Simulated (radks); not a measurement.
All-electron atom: Ge29+ in [He] 2s1 (the NIST ground configuration). Method: scalar-relativistic Kohn-Sham, LDA (Slater exchange, Perdew-Wang correlation), spin-polarised, spherical densities, finite nucleus; open shells are filled with parallel spins first; Fermi nuclear charge, rms radius 4.0742 fm; computed with a radial shooting solver on a logarithmic mesh with Libxc functionals.

Normalised radial functions P(r) = r R(r), r in bohr:

```
   r/bohr * 2p up (the largest magnitude, 2.43, reaches the edge; | marks zero)
 0.001572 *
 0.001905 *
 0.002309 *
 0.002797 *
 0.003389 *
 0.004107 *
 0.004936 |*
 0.005981 |*
 0.007247 |*
 0.008781 | *
  0.01064 |  *
  0.01289 |   *
  0.01562 |    *
  0.01893 |      *
  0.02293 |        *
  0.02779 |            *
   0.0334 |                *
  0.04047 |                     *
  0.04904 |                           *
  0.05942 |                                 *
    0.072 |                                        *
  0.08724 |                                               *
   0.1057 |                                                    *
   0.1281 |                                                      *
   0.1552 |                                                    *
    0.188 |                                              *
   0.2278 |                                     *
   0.2739 |                          *
   0.3318 |                *
   0.4021 |       *
   0.4872 |  *
   0.5903 |*
```

2p up (empty): eigenvalue -3055.9 eV, 0 radial nodes, <r> = 0.163 bohr, 90 % of the charge inside 0.262 bohr.
